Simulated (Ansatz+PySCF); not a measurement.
Two shapes of singlet GeH4.

Shape 1:

```xyz
5

Ge    0.0000    0.0000    0.0000
H     0.8875    0.8875    0.8875
H     0.8875   -0.8875   -0.8875
H    -0.8875    0.8875   -0.8875
H    -0.8875   -0.8875    0.8875
```

Shape 2:

```xyz
5

Ge    0.0000    0.0000    0.0000
H     0.9585    0.9585    0.9585
H     0.9585   -0.9585   -0.9585
H    -0.9585    0.9585   -0.9585
H    -0.9585   -0.9585    0.9585
```

Basis set: def2-SVP (spherical functions). Frozen core: 9 orbitals. Charge 0, multiplicity 1.

Computed with Ansatz (development build ahead of 0.2.0); each method stands on the lowest determinant of its kind that the runs found.

**Question.** Which shape is lower in energy, and by how much in each method?

**Answer.**

```json
{"method": "RHF", "E(2) − E(1) (eV)": "0.519"}
{"method": "UHF", "E(2) − E(1) (eV)": "0.519"}
{"method": "RHF-MP2", "E(2) − E(1) (eV)": "0.568"}
{"method": "UHF-CCSD", "E(2) − E(1) (eV)": "0.507"}
{"method": "UHF-CCSD(T)", "E(2) − E(1) (eV)": "0.498"}
```

Shape 1 is lower.
